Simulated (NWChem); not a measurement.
InClF$_{2}$; SMILES [F][In]([F])[Cl]

```xyz
4

In     0.0000     0.0000     0.2846
F      0.0000    -1.6535     1.2960
F      0.0000     1.6535     1.2960
Cl     0.0000     0.0000    -2.0238
```
Atoms are numbered in this order, from 1.

Level: PBE0/def2-SVP with def2 effective core potentials on In (NWChem), optimised geometry, unscaled harmonic frequencies. def2 effective core potentials on In; no spin-orbit coupling.

```csv
frequency (cm⁻¹),IR intensity (km/mol)
101,14.8
128,35.2
132,37.4
390,24.2
623,44.2
646,63.9
```

| Item | Result |
|---|---|
| zero-point energy | 2.9 kcal/mol |
| thermal correction to the enthalpy at 298.15 K (with zero-point energy) | 6.9 kcal/mol |
| heat capacity Cv | 15.2 cal/(mol K) |
| entropy at 298.15 K and 1 atm (symmetry number 2) | 78.6 cal/(mol K) |

Rigid rotor and harmonic oscillator.
